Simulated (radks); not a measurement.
Values are calculated unless marked as measured or tabulated.
Q: All-electron atom: the argon ion Ar3+ in [Ne] 3s2 3p3. Level of theory: scalar-relativistic Kohn-Sham, Slater X-alpha with alpha = 0.858, spin-polarised, spherical densities, finite nucleus; open shells are filled with parallel spins first; Fermi nuclear charge, rms radius 3.4274 fm (a radial shooting solver on a logarithmic mesh with Libxc functionals). Some entries of the table are withheld. Estimate them.

orbital,occ.,eigenvalue (eV),<r> (bohr),r(max) (bohr)
1s up,1,-3199.047,0.08560,0.05602
1s down,1,-3197.870,0.08558,0.05601
2s up,1,-354.5288,0.4111,0.3366
2s down,1,-353.1837,0.4102,0.3367
2p up,3,-289.0499,0.3718,0.2775
2p down,3,-287.4193,0.3709,0.2778
3s up,1,-70.7052,1.264,1.116
3s down,1,-63.6056,1.279,1.114
3p up,3,(1),(2),1.171
3p down,0,(3),(4),1.175

A: 
(1) 3p up eigenvalue (eV): -54.8482
(2) 3p up <r> (bohr): 1.351
(3) 3p down eigenvalue (eV): -48.0039
(4) 3p down <r> (bohr): 1.382
